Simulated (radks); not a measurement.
Results of a calculation; reference values are marked as such.
Charge is removed step by step from the 2s1/2 level of the platinum ion Pt28+, starting from [Kr] 4d10 4f4. Level of theory: Dirac Kohn-Sham, PBE, spin-unpolarised, spherical densities, point nucleus; open shells fill j = l - 1/2 first (a radial shooting solver on a logarithmic mesh with Libxc functionals).

removed (e)  E - E(0) (eV)  eigenvalue (eV)  E minus straight line (eV)
0                    0.000         -14696.5                       0.000
0.25                3682.2         -14761.5                     -24.406
0.5                 7380.7         -14826.5                     -32.560
0.75               11095.5         -14891.7                     -24.434
1                  14826.6         -14957.0                       0.000

Removing the whole electron costs 14826.6 eV by Delta-SCF, against 14696.5 eV from minus the eigenvalue at the starting occupation. Slater's transition state (half an electron removed) gives 14826.5 eV. Integrating minus the eigenvalue over the occupation (Janak's theorem) gives 14826.6 eV. The mean slope of the eigenvalue, de/dn, is 260 eV per electron.
